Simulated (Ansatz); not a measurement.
Molecule: sum formula HBOCl (charge 0, doublet). It need not be the lowest isomer of its formula. 
Geometry from a B3LYP-D3(BJ)/def2-TZVP (Ansatz, a program for electronic structure) optimisation:
```xyz
4

B     -0.1620     0.5726     0.5773
Cl     0.8603    -0.4802    -0.3990
O     -1.4866     0.6527     0.5051
H     -1.9222     0.0783    -0.1443
```
Charge 0, spin multiplicity 2.

Parts of the frozen-core correlation energy in 6-31G* (Ansatz, hartree). Frozen orbitals: 7; correlated occupied orbitals by spin: 9 and 8; virtual: 35 and 36. Open shells are spin-unrestricted. Spin-orbit coupling is left out. Non-relativistic.

```
term                            value
-------------------------  ----------
reference (HF)             -559.63943
MP2 opposite-spin            -0.26555
MP2 same-spin                       ?
CCSD correlation                    ?
(T)                                 ?
T1 diagnostic                   0.015
largest doubles amplitude       0.043
<S^2> of the reference          0.754
```

Problem. What belongs in the gaps?

Solution. 
- MP2 same-spin, value: -0.09954
- CCSD correlation, value: -0.38670
- (T), value: -0.00966
